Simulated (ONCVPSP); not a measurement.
**Which change was made? (Mn, ONCV)**

ONCVPSP 4.0.1 input, shortened (lines: element, Z, core and valence counts, functional; n l f; lmax; l rc ep ncon nbas qcut; lloc lpopt rc5 dvloc0; l nproj debl; icmod fcfact rcfact), Wu-Cohen, fully relativistic:

```
  Mn 25.00    3    4  -118130      upf
    1    0    2.00
    2    0    2.00
    2    1    6.00
    3    0    2.00
    3    1    6.00
    3    2    5.00
    4    0    2.00
    2
    0    1.30    0.00    3    7   10.60
    1    1.25    0.00    5    8   10.50
    2    2.00    0.00    5    9    9.50
    4    5    1.25    0.00
    0    3    0.90
    1    2    3.60
    2    2    1.80
    1    0.70    0.00
```

Open shells are filled in proportion to 2j + 1.

Cutoffs, loose and tight: the cutoffs (Ha) at which the residual kinetic energy of the hardest occupied pseudo-wave falls to 1 and 0.1 mHa per electron. They do not see the model core or the augmentation charge, which bear on the density cutoff. Test errors are all-electron minus pseudo excitation energies from the reference, over the configurations 3s2 3p6 3d5 4s1; 3s2 3p6 3d5 4s0; 3s2 3p6 3d4 4s0; 3s2 3p6 3d3 4s0; variants that change the core or the reference have their own tests.

The base gives: outcome: generated; cutoff, loose: 36 Ha; cutoff, tight: 43 Ha; bound ghosts: none; GHOST(+) flags above zero: none; largest test error (meV): +618.

Q: After one change the result is: outcome: generated; cutoff, loose: 39 Ha; cutoff, tight: 52 Ha; bound ghosts: none; GHOST(+) flags above zero: s; largest test error (meV): +408. Which change was it?
A. all radii but the core radius scaled by about 0.91 (s 1.18, p 1.14, d 1.82 bohr); local potential polynomial inside 1.14 bohr (lpopt 5, dvloc0 0 Ha)
B. all radii but the core radius scaled by about 1.13 (s 1.48, p 1.42, d 2.26 bohr); local potential polynomial inside 1.42 bohr (lpopt 5, dvloc0 0 Ha)
C. all radii but the core radius scaled by about 1.33 (s 1.72, p 1.66, d 2.66 bohr); local potential polynomial inside 1.66 bohr (lpopt 5, dvloc0 0 Ha)
D. all radii but the core radius scaled by about 0.80 (s 1.04, p 1.00, d 1.60 bohr); local potential polynomial inside 1.00 bohr (lpopt 5, dvloc0 0 Ha)

A: A. The others give: all radii but the core radius scaled by about 0.80 (s 1.04, p 1.00, d 1.60 bohr); local potential polynomial inside 1.00 bohr (lpopt 5, dvloc0 0 Ha) → outcome: generated; cutoff, loose: 49 Ha; cutoff, tight: 155 Ha; bound ghosts: none; GHOST(+) flags above zero: s; largest test error (meV): +280 | all radii but the core radius scaled by about 1.33 (s 1.72, p 1.66, d 2.66 bohr); local potential polynomial inside 1.66 bohr (lpopt 5, dvloc0 0 Ha) → outcome: generated; cutoff, loose: 30 Ha; cutoff, tight: 36 Ha; bound ghosts: none; GHOST(+) flags above zero: none; largest test error (meV): +533 | all radii but the core radius scaled by about 1.13 (s 1.48, p 1.42, d 2.26 bohr); local potential polynomial inside 1.42 bohr (lpopt 5, dvloc0 0 Ha) → outcome: generated; cutoff, loose: 32 Ha; cutoff, tight: 39 Ha; bound ghosts: none; GHOST(+) flags above zero: none; largest test error (meV): +942.
